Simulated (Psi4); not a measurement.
C$_{6}$H$_{13}$BO$_{2}$, charge +1, doublet, at a GFN2-xTB geometry (a state made from the parent by changing its charge; the spin is typed, not shown lowest), with bond 13-3 at 1.3 times its length; M06-2X/STO-3G (Psi4).

Input for Psi4:
```
memory 2 GB

molecule {
1 2
C    -1.72969277   -0.04080963    0.91568295
C    -0.77626925   -0.14906699   -0.29952640
C    -1.17041749   -1.30441677   -1.18094652
O    -0.74828285    1.05022552   -0.97668833
B     0.21566696    1.87872518   -0.47685827
O     1.00655457    1.19963970    0.40562724
C     0.74172185   -0.15188344    0.37591368
C     0.92774225   -0.80958379    1.71752242
C     1.62917612   -0.83481442   -0.69343194
H    -2.71646651    0.18308109    0.50925777
H    -1.43809812    0.77572084    1.57122338
H    -1.76675386   -0.97679102    1.46323278
H    -2.53084469   -1.15722341   -1.55723382
H    -0.60259359   -1.32287425   -2.10774338
H    -1.07303042   -2.25008196   -0.65470317
H     0.34354091    2.99266504   -0.75959864
H     0.41999245   -0.26780681    2.51149026
H     1.98840654   -0.79926831    1.97561696
H     0.60280030   -1.84620237    1.69442261
H     1.48322898   -0.38257540   -1.67101161
H     2.66149540   -0.66194728   -0.38771189
H     1.43630502   -1.90182591   -0.73258185
}

set {
  basis sto-3g
  reference uks
  e_convergence 1e-8
}

energy('m06-2x')
print_variables()
```

**Question.** Write the output that Psi4 gives for this input, abridged.

**Answer.** 
```
   => Loading Basis Set <=

    Name: STO-3G
    Role: ORBITAL
    Keyword: BASIS

         ---------------------------------------------------------
                                   SCF
               by Justin Turney, Rob Parrish, Andy Simmonett
                          and Daniel G. A. Smith
                              UKS Reference
         ---------------------------------------------------------

  ==> Geometry <==

    Molecular point group: c1
    Full point group: C1

    Geometry (in Angstrom), charge = 1, multiplicity = 2:

       Center              X                  Y                   Z               Mass
    ------------   -----------------  -----------------  -----------------  -----------------
         C           -1.735712720862    -0.115034287247     0.935138004674    12.000000000000
         C           -0.782289200862    -0.223291647247    -0.280071345326    12.000000000000
         C           -1.176437440862    -1.378641427247    -1.161491465326    12.000000000000
         O           -0.754302800862     0.976000862753    -0.957233275326    15.994914619570
         B            0.209647009138     1.804500522753    -0.457403215326    11.009305360000
         O            1.000534619138     1.125415042753     0.425082294674    15.994914619570
         C            0.735701899138    -0.226108097247     0.395368734674    12.000000000000
         C            0.921722299138    -0.883808447247     1.736977474674    12.000000000000
         C            1.623156169138    -0.909039077247    -0.673976885326    12.000000000000
         H           -2.722486460862     0.108856432753     0.528712824674     1.007825032230
         H           -1.444118070862     0.701496182753     1.590678434674     1.007825032230
         H           -1.772773810862    -1.051015677247     1.482687834674     1.007825032230
         H           -2.536864640862    -1.231448067247    -1.537778765326     1.007825032230
         H           -0.608613540862    -1.397098907247    -2.088288325326     1.007825032230
         H           -1.079050370862    -2.324306617247    -0.635248115326     1.007825032230
         H            0.337520959138     2.918440382753    -0.740143585326     1.007825032230
         H            0.413972499138    -0.342031467247     2.530945314674     1.007825032230
         H            1.982386589138    -0.873492967247     1.995072014674     1.007825032230
         H            0.596780349138    -1.920427027247     1.713877664674     1.007825032230
         H            1.477209029138    -0.456800057247    -1.651556555326     1.007825032230
         H            2.655475449138    -0.736171937247    -0.368256835326     1.007825032230
         H            1.430285069138    -1.976050567247    -0.713126795326     1.007825032230

  Running in c1 symmetry.

  Rotational constants: A =      0.06692  B =      0.05845  C =      0.05125 [cm^-1]
  Rotational constants: A =   2006.23992  B =   1752.26988  C =   1536.45858 [MHz]
  Nuclear repulsion =  502.181579252168945

  Charge       = 1
  Multiplicity = 2
  Electrons    = 69
  Nalpha       = 35
  Nbeta        = 34

  ==> Algorithm <==

  SCF Algorithm Type is DF.
  DIIS enabled.
  MOM disabled.
  Fractional occupation disabled.
  Guess Type is SAD.
  Energy threshold   = 1.00e-08
  Density threshold  = 1.00e-06
  Integral threshold = 1.00e-12

  ==> Primary Basis <==

  Basis Set: STO-3G
    Blend: STO-3G
    Number of shells: 40
    Number of basis functions: 58
    Number of Cartesian functions: 58
    Spherical Harmonics?: true
    Max angular momentum: 1

  ==> DFT Potential <==

   => LibXC <=

    Version 7.1.2
    S. Lehtola, C. Steigemann, M. J. T. Oliveira, and M. A. L. Marques,  SoftwareX 7, 1–5 (2018) (10.1016/j.softx.2017.11.002)

   => Composite Functional: M06-2X <=

    Hybrid M06-2X Meta-GGA XC Functional  (10.1007/s00214-007-0310-x)
    Y. Zhao and D. G. Truhlar,  Theor. Chem. Acc., 120, 215, 2008

    Deriv               =              1
    GGA                 =           TRUE
    Meta                =           TRUE

    Exchange Hybrid     =           TRUE
    MP2 Hybrid          =          FALSE

   => Exchange Functionals <=

    1.0000   XC_HYB_MGGA_X_M06_2X

   => Exact (HF) Exchange <=

    0.5400               HF

   => Correlation Functionals <=

    1.0000   XC_MGGA_C_M06_2X

   => LibXC Density Thresholds  <==

    XC_MGGA_C_M06_2X:  1.00E-12
    XC_HYB_MGGA_X_M06_2X:  1.00E-15

   => Molecular Quadrature <=

    Radial Scheme          =       TREUTLER
    Pruning Scheme         =           NONE
    Nuclear Scheme         =       TREUTLER

    Blocking Scheme        =         OCTREE
    BS radius alpha        =              1
    Pruning alpha          =              1
    Radial Points          =             75
    Spherical Points       =            302
    Total Points           =         455088
    Total Blocks           =           3339
    Max Points             =            256
    Max Functions          =             55
    Weights Tolerance      =       1.00E-15

   => Loading Basis Set <=

    Name: (STO-3G AUX)
    Role: JKFIT
    Keyword: DF_BASIS_SCF

  ==> Integral Setup <==

  SCF_SUBTYPE=INCORE selected. In-core MEM_DF algorithm will be used.
  Using in-core AOs.

  ==> MemDFJK: Density-Fitted J/K Matrices <==

    J tasked:                   Yes
    K tasked:                   Yes
    wK tasked:                   No
    Algorithm:                 Core
    Schwarz Cutoff:           1E-12
    Mask sparsity (%):       1.4863
    Fitting Condition:        1E-10

   => Auxiliary Basis Set <=

  Basis Set: (STO-3G AUX)
    Blend: DEF2-UNIVERSAL-JKFIT
    Number of shells: 303
    Number of basis functions: 913
    Number of Cartesian functions: 1069
    Spherical Harmonics?: true
    Max angular momentum: 4

  Minimum eigenvalue in the overlap matrix is 2.0369461741E-01.
  Reciprocal condition number of the overlap matrix is 7.7352545080E-02.
    Using symmetric orthogonalization.

  ==> Pre-Iterations <==

  SCF Guess: Superposition of Atomic Densities via on-the-fly atomic UHF (no occupation information).

   -------------------------
    Irrep   Nso     Nmo
   -------------------------
     A         58      58
   -------------------------
    Total      58      58
   -------------------------

  ==> Iterations <==

                           Total Energy        Delta E     RMS |[F,P]|

   @DF-UKS iter SAD:  -401.25883877826357   -4.01259e+02   0.00000e+00
   @DF-UKS iter   1:  -406.20927193594076   -4.95043e+00   7.93780e-03 DIIS/ADIIS
   @DF-UKS iter   2:  -406.24616269381420   -3.68908e-02   7.68469e-03 DIIS/ADIIS
   @DF-UKS iter   3:  -406.35319811522754   -1.07035e-01   7.77640e-04 DIIS/ADIIS
   @DF-UKS iter   4:  -406.35570080273840   -2.50269e-03   4.32755e-04 DIIS/ADIIS
   @DF-UKS iter   5:  -406.35647324823236   -7.72445e-04   2.11660e-04 DIIS/ADIIS
   @DF-UKS iter   6:  -406.35692250266521   -4.49254e-04   1.21228e-04 DIIS/ADIIS
   @DF-UKS iter   7:  -406.35717486430678   -2.52362e-04   3.20593e-05 DIIS
   @DF-UKS iter   8:  -406.35719833534853   -2.34710e-05   1.40906e-05 DIIS
   @DF-UKS iter   9:  -406.35720312411934   -4.78877e-06   6.73566e-06 DIIS
   @DF-UKS iter  10:  -406.35720393565941   -8.11540e-07   1.97562e-06 DIIS
   @DF-UKS iter  11:  -406.35720397484795   -3.91885e-08   1.42527e-06 DIIS
   @DF-UKS iter  12:  -406.35720398299151   -8.14356e-09   4.65923e-07 DIIS
  Energy and wave function converged.

  ==> Post-Iterations <==

   Electrons on quadrature grid:
      Nalpha   =   35.0000278230 ; deviation = 2.782e-05
      Nbeta    =   34.0000322038 ; deviation = 3.220e-05
      Ntotal   =   69.0000600268 ; deviation = 6.003e-05

   @Spin Contamination Metric:   2.103820830E-02
   @S^2 Expected:                7.500000000E-01
   @S^2 Observed:                7.710382083E-01
   @S   Expected:                5.000000000E-01
   @S   Observed:                5.000000000E-01

    Orbital Energies [Eh]
    ---------------------

    Alpha Occupied:

[...]
    Alpha Virtual:

[...]
    Beta Occupied:

[...]
      34A     -0.515648

    Beta Virtual:

[...]
    Final Occupation by Irrep:
              A
    DOCC [    34 ]
    SOCC [     1 ]
    NA   [    35 ]
    NB   [    34 ]

  @DF-UKS Final Energy:  -406.35720398299151

   => Energetics <=

    Nuclear Repulsion Energy =            502.1815792521689445
    One-Electron Energy =               -1533.6966910016199108
    Two-Electron Energy =                 653.3017568498049741
    DFT Exchange-Correlation Energy =     -28.1438490833453301
    Empirical Dispersion Energy =           0.0000000000000000
    VV10 Nonlocal Energy =                  0.0000000000000000
    Total Energy =                       -406.3572039829914502

  UHF NO Occupations:
  HONO-2 :   33  A 1.9997921
  HONO-1 :   34  A 1.9900612
  HONO-0 :   35  A 1.0000000
  LUNO+0 :   36  A 0.0099388
  LUNO+1 :   37  A 0.0002079
  LUNO+2 :   38  A 0.0001139
  LUNO+3 :   39  A 0.0000896

Computation Completed

Properties will be evaluated at   0.000000,   0.000000,   0.000000 [a0]

Properties computed using the SCF density matrix

 Multipole Moments:

 ------------------------------------------------------------------------------------
     Multipole            Electronic (a.u.)      Nuclear  (a.u.)        Total (a.u.)
 ------------------------------------------------------------------------------------

 L = 1.  Multiply by 2.5417464519 to convert [e a0] to [Debye]
 Dipole X            :          1.2760349           -1.3895937           -0.1135588
 Dipole Y            :          9.3475113           -9.7543096           -0.4067983
 Dipole Z            :         -2.3447717            2.4094354            0.0646637
 Magnitude           :                                                    0.4272726

 ------------------------------------------------------------------------------------

  Variable Map:
  ----------------------------------------------------------------------------
[...]
  Array Variable Map:
  ----------------------------------------------------------------------------
[...]
[...]
```
